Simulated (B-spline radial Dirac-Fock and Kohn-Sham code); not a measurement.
## Form factor and incoherent scattering function of Au¹⁹⁺

System: gold as Au¹⁹⁺ in the configuration 1s2 2s2 2p6 3s2 3p6 3d10 4s2 4p6 4d10 4f12 5s2 (tabulated as the ground configuration, which this calculation does not bear out).

Level of theory: relativistic Hartree-Fock (Dirac-Fock) wave functions, averaged over the configuration; a radial atomic solver. f₀ is the Fourier transform of the spherical electron density, S the Waller-Hartree incoherent function, and s = sin θ/λ. The electron scattering factor follows from the Mott-Bethe formula f_e = 0.023934 Å⁻¹·(Z − f₀)/s².

```
s (Å⁻¹)      f₀       S  f_e (Å)
      0  60.000   0.000        –
   0.05  59.834   0.155  183.486
    0.1  59.342   0.610   47.050
   0.15  58.537   1.331   21.767
    0.2  57.444   2.268   12.898
   0.25  56.093   3.366    8.772
    0.3  54.520   4.568    6.510
   0.35  52.766   5.828    5.126
    0.4  50.870   7.108    4.208
   0.45  48.873   8.386    3.561
    0.5  46.815   9.647    3.081
    0.6  42.648  12.109    2.417
    0.7  38.600  14.490    1.973
    0.8  34.828  16.789    1.652
    0.9  31.423  18.986    1.406
      1  28.423  21.061    1.211
    1.1  25.831  23.005    1.052
    1.2  23.623  24.825    0.920
    1.4  20.210  28.169    0.718
    1.6  17.828  31.208    0.572
    1.8  16.125  33.974    0.464
      2  14.810  36.444    0.384
    2.5  12.151  41.289    0.256
      3   9.789  44.650    0.184
    3.5   7.850  47.132    0.139
      4   6.476  49.083    0.108
      5   5.010  51.966    0.071
      6   4.242  53.953    0.050
```

f₀ starts at the number of electrons, 60, and has fallen to half at s ≈ 0.95 Å⁻¹. The sum of ⟨r²⟩ over the electrons is 9.024 bohr². For an ion f_e diverges as s goes to zero, because of the net charge.
